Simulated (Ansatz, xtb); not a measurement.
Molecule: SnO3 (charge 0, singlet). SMILES: [O]=[Sn]1[O][O]1
Structure (B3LYP-D3(BJ)/def2-TZVP (Ansatz, an electronic-structure program) minimum search):
```
Sn
O 1 1.8210
O 1 1.9568 2 155.68
O 3 1.6118 1 65.68 2 -180.00
```
Charge 0, spin multiplicity 1.

Harmonic wavenumbers from GFN2-xTB (xtb, at its own minimum), cm⁻¹: 76, 79, 447, 506, 781, 891.

**Question.** Give the harmonic wavenumbers at B3LYP-D3(BJ)/def2-TZVP (Ansatz, finite differences of forces, unscaled).

**Answer.** 102, 137, 560, 562, 778, 839 cm⁻¹. Zero-point energy 4.3 kcal/mol.

**Question.** From these and the geometry, give the ideal-gas thermochemistry at 298.15 K and 1 atm (rigid rotor, harmonic oscillator).

**Answer.** Point group C2v, rotational symmetry number 2. Rotational constants 24.32, 3.366, 2.957 GHz. S(trans) 41.24, S(rot) 23.32, S(vib) 7.73, S(elec, spin only) 0.00, S 72.3 cal/(mol K). H(298) - H(0) 3.57 kcal/mol; G - E(el) -13.7 kcal/mol.
